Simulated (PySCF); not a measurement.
**Electric field gradients and quadrupole coupling constants**

C₆H₄O₃.
Cartesian coordinates in Å at the GFN2-xTB level; atoms count from 1:
```
atom  x, y, z in Å
O1     3.171    0.216   -0.345
C2     2.321   -0.506    0.097
C3     0.869   -0.219    0.051
C4     0.353    0.901   -0.500
C5    -1.092    1.148   -0.525
O6    -1.602    2.138   -1.010
C7    -1.844    0.058    0.102
C8    -1.218   -1.010    0.618
O9     0.112   -1.187    0.615
H10    2.552   -1.469    0.586
H11    1.019    1.632   -0.933
H12   -2.917    0.138    0.137
H13   -1.728   -1.838    1.090
```

Field gradients from the PBE0/pcSseg-1 density (PySCF, non-relativistic), principal values in atomic units, ordered |Vxx| ≤ |Vyy| ≤ |Vzz|:

```
atom      Vxx      Vyy      Vzz
  O1   0.4416   1.6023  -2.0439
  O6   0.7137   1.1892  -1.9029
  O9  -0.6447  -0.9386   1.5833
```

Question: Find the asymmetry η = (Vxx − Vyy)/Vzz and the couplings χ = eQV/h (234.96 MHz × Q in barn × V in au), with Q(17O) = −0.0256 b.

Answer: 
| atom | environment | nucleus | η | χzz (MHz) | χxx (MHz) | χyy (MHz) |
| --- | --- | --- | --- | --- | --- | --- |
| O1 | aldehyde oxygen | 17O | 0.57 | 12.29 | -2.66 | -9.64 |
| O6 | carbonyl oxygen | 17O | 0.25 | 11.45 | -4.29 | -7.15 |
| O9 | ring oxygen | 17O | 0.19 | -9.52 | 3.88 | 5.65 |

Question: What is Vzz at O1 in SI units (1 au = 9.71736 × 10²¹ V/m²)?

Answer: -2.0439 au = -19.862 × 10²¹ V/m².

Question: And the gradient at the other heavy atoms, for which no coupling is worked out here?

Answer: 
| atom | environment | Vzz (au) | η |
| --- | --- | --- | --- |
| C2 | aldehyde carbon | 0.516 | 0.20 |
| C3 | unsaturated ring carbon | -0.386 | 0.30 |
| C4 | unsaturated ring CH carbon | 0.351 | 0.09 |
| C5 | ring carbonyl carbon | 0.433 | 0.09 |
| C7 | unsaturated ring CH carbon | 0.260 | 0.12 |
| C8 | unsaturated ring CH carbon | -0.432 | 0.11 |

Question: What couplings would deuterons (Q(2H) = 0.00286 b) have in place of the hydrogens, at this geometry?

Answer: 
```
atom  bonded to  bond length (Å)  Vzz (au)     η  χzz (kHz)
 H10         C2            1.105    0.2699  0.02        181
 H11         C4            1.079    0.3215  0.03        216
 H12         C7            1.077    0.3303  0.06        222
 H13         C8            1.081    0.3141  0.10        211
```

Isolated species at its GFN2-xTB geometry (one conformer only). GFN2-xTB bond lengths can be off by several hundredths of an ångström, more for odd bonds, and the gradients follow them. With a basis this small, the couplings can be 20 % off.
